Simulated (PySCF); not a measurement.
# How methods differ on the ionisation energy of Co⁺

Co⁺ [Ar] 3d8 (3F) → Co²⁺ [Ar] 3d7 (4F), as a difference of total energies. Computed with PySCF 2.14 in aug-cc-pwCVQZ (11s10p8d5f4g3h, 185 functions), with no relativity, point nucleus. The calculations carry no spin-orbit coupling.

```tsv
method	ionisation energy (eV)
UHF	14.327
M06-L	17.381
M06-2X	16.986
```

These non-relativistic numbers lack the scalar-relativistic shift.

The reference lies between the lowest fine-structure levels, while these numbers refer to the centres of the terms.

For comparison: 17.084 eV (measured; NIST Atomic Spectra Database, ionization energies).
